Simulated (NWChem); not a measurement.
Species: silylphosphine (SiPH5); SMILES [SiH3]P

```xyz
7

Si    -0.0001     1.0728    -0.0226
P      0.0000    -1.1937    -0.0996
H     -1.2179     1.5603    -0.7375
H      1.2134     1.5607    -0.7446
H      0.0039     1.6306     1.3646
H     -1.0386    -1.3208     0.8741
H      1.0447    -1.3204     0.8677
```
Atoms are numbered in this order, from 1.

Computed with NWChem. Pople sets run with spherical d functions. Coordinates come from a PBE0/def2-SVP optimisation. Core excitations by TDA in a window of 1s orbitals, non-relativistic and unshifted: absolute energies depend strongly on the exact-exchange share.

Order these runs by computing time, cheapest first, and give rough ratios: Si K edge, PBE0/def2-TZVP; Si K edge, PBE/6-311G**; P K edge, BHandHLYP/cc-pVTZ.

Si K edge, PBE/6-311G** (1), Si K edge, PBE0/def2-TZVP (6), P K edge, BHandHLYP/cc-pVTZ (30). Ratios are rough, from one shared machine; the cheapest took roughly 17 core-seconds. What differs between the cheapest and the dearest: first 1s excitation (eV) 1779.0 → 2123.3; dipole oscillator strength of the first 0.0017 → 0.0052.
